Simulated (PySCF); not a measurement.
Some computed properties have been withheld. Give your best values.

Species: C4H5P3S.
Cartesian coordinates in Å at the PBE0-D3(BJ)/def2-SVP level; atoms count from 1:
```xyz
13
C4H5P3S angstrom
C      2.8312    0.3648    0.0056
S      1.8501   -1.0864   -0.4040
C      0.1876   -0.5753   -0.1835
P     -0.9064   -1.9099   -0.5595
C     -2.5023   -1.3242   -0.3168
P     -3.2156    0.1788    0.1806
C     -1.8603    1.2130    0.4465
P     -0.1414    1.0704    0.3314
H      2.6619    0.6886    1.0430
H      2.6218    1.2021   -0.6766
H      3.8765    0.0469   -0.1130
H     -3.2471   -2.1039   -0.5322
H     -2.1482    2.2235    0.7691
```

| property | level | value |
| --- | --- | --- |
| point group | PBE0-D3(BJ)/def2-SVP | Cs |
| rotational constants A, B, C | PBE0-D3(BJ)/def2-SVP | ? |
| dipole moment | CAM-B3LYP/def2-SVPD | ? |
| HOMO energy | CAM-B3LYP/def2-SVPD | ? |
| LUMO energy | CAM-B3LYP/def2-SVPD | ? |
| lowest singlet excitation | TDDFT CAM-B3LYP/def2-SVPD | 3.16 eV (392 nm, f = 0.025) |
| strongest line among the 10 lowest singlet transitions | TDDFT CAM-B3LYP/def2-SVPD | ? |
| lowest triplet excitation (Tamm–Dancoff) | TDA CAM-B3LYP/def2-SVPD | 2.20 eV |
| static isotropic polarisability | CAM-B3LYP/def2-SVPD | ? |
| vertical ionisation energy | ΔSCF CAM-B3LYP/def2-SVPD | 7.92 eV |
| vertical electron affinity | ΔSCF CAM-B3LYP/def2-SVPD | 0.95 eV |
| electronic spatial extent ⟨r²⟩ about the centre of nuclear charge | CAM-B3LYP/def2-SVPD | 1906 bohr² |
| 13C chemical shifts (computed TMS as zero) by class | GIAO KT3/pcSseg-1 | ? |
| 1H chemical shifts (computed TMS as zero) by class | GIAO KT3/pcSseg-1 | 9.92 (H12/H13), 2.67 (H9/H10/H11) ppm |
| isotropic shieldings of nuclei other than C and H, by class | GIAO KT3/pcSseg-1 | 150 (P4/P8), 159 (P6), 366 (S2) ppm |

Electronic properties: PySCF, gas phase, density fitting. NMR classes are plain means over equivalent atoms (diastereotopic ones count apart unless rotation or inversion swaps them), as if these changed places fast; in this geometry the members of some classes differ.

(1) The HOMO energy?

(2) What are the rotational constants A, B, C?

(3) Give the static isotropic polarisability.

(4) What are the 13C chemical shifts (computed TMS as zero) by class?

(5) The LUMO energy?

(6) The dipole moment?

(7) Give the strongest line among the 10 lowest singlet transitions.

Answers

(1) -7.36 eV.

(2) 2.064, 0.745, 0.549 GHz.

(3) 149.5 au.

(4) 199.4 (C3), 167.2 (C5/C7), 21.2 (C1) ppm.

(5) -1.49 eV.

(6) 1.53 D.

(7) S8 at 4.87 eV (255 nm, f = 0.211).

The largest Löwdin shares of the LUMO are 0.26 on P4, 0.19 on C7, 0.14 on C5 and 0.14 on C3. The vertical singlet–triplet gap S1 − T1 is 0.96 eV (TDDFT singlet less Tamm–Dancoff triplet; S1: HOMO→LUMO, weight 0.79; T1: HOMO→LUMO+1, weight 0.50, beside HOMO→LUMO, weight 0.34).

For the geometry optimisation (PBE0-D3(BJ)/def2-SVP), hardware: an Intel Xeon Platinum 8259CL at 2.50 GHz with one thread, no GPU, on a shared host. Cost: 90 s, 0.65 GiB resident at most.

One conformer stands for the species.
